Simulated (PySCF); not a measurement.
A GIAO shielding run with PySCF 2.14 (density fitting, non-relativistic, gas phase) on `C=C1[C@@H](C[SiH3])CS[Si@@H]1O`, C5H12OSSi2:

```
$ OMP_NUM_THREADS=1 python probes_run.py task.json out

{"job": {"kind": "nmr", "xc": "PBE0", "basis": "pcSseg-1"}, "charge": 0, "multiplicity": 1}
C     -1.504448    -1.794149     0.785220
C     -1.078470    -0.649929     0.271060
C      0.294321    -0.089005     0.524809
C      1.180855    -0.365481    -0.694720
Si     3.041725    -0.096464    -0.397384
C      0.166980     1.405885     0.797875
S     -0.915079     2.241590    -0.427741
Si    -2.082178     0.483543    -0.850425
O     -3.661303     0.618219    -0.506348
H     -0.893021    -2.394869     1.442836
H     -2.485292    -2.179377     0.560959
H      0.737660    -0.560976     1.409677
H      0.837214     0.256612    -1.524245
H      1.020753    -1.401408    -1.004361
H      3.771409    -0.609856    -1.556734
H      3.360294     1.319602    -0.210013
H      3.428542    -0.836418     0.807958
H      1.130404     1.908877     0.751547
H     -0.274313     1.580948     1.780159
H     -2.101715     0.178477    -2.267434
H     -3.983258     1.001121     0.306835
```

Hardware: 1 thread of an Intel Xeon, shared host. The job also computes population analyses, field gradients, ring-centre shieldings.

**Question.** How large is the calculation?

**Answer.** 94 electrons, 234 basis functions and 1283 auxiliary functions.

**Question.** How long does it take, and how much memory does it need?

**Answer.** 3.4 min of wall time, with 14 SCF cycles and 5 response iterations; peak memory 1.1 GiB. Times on a shared host scatter by some tens of per cent.
